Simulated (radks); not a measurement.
Q: Species: V+. Configuration: [Ar] 3d3 4f1 (not the ground configuration). Calculated with a radial shooting solver on a logarithmic mesh with Libxc functionals: scalar-relativistic Kohn-Sham, PBEsol, spin-unpolarised, spherical densities, finite nucleus; Fermi nuclear charge, rms radius 3.6002 fm. Some entries of the table are withheld. Estimate them.

| orbital | occ. | eigenvalue (hartree) | <r^2> (bohr^2) | <r> (bohr) |
|---|---|---|---|---|
| 1s | 2 | (1) | 0.005945 | 0.06649 |
| 2s | 2 | -22.59470 | 0.1125 | (2) |
| 2p | 6 | -18.95424 | 0.09268 | 0.2742 |
| 3s | 2 | -3.05438 | 1.040 | 0.9496 |
| 3p | 6 | -2.09575 | 1.215 | 1.016 |
| 3d | 3 | -0.65615 | 2.233 | 1.319 |
| 4s | 0 | -0.52421 | 9.234 | 2.848 |
| 4p | 0 | -0.35302 | 14.01 | 3.492 |
| 4f | 1 | -0.09065 | 86.43 | 8.846 |

A: 
(1) 1s eigenvalue (hartree): -197.4067
(2) 2s <r> (bohr): 0.3085
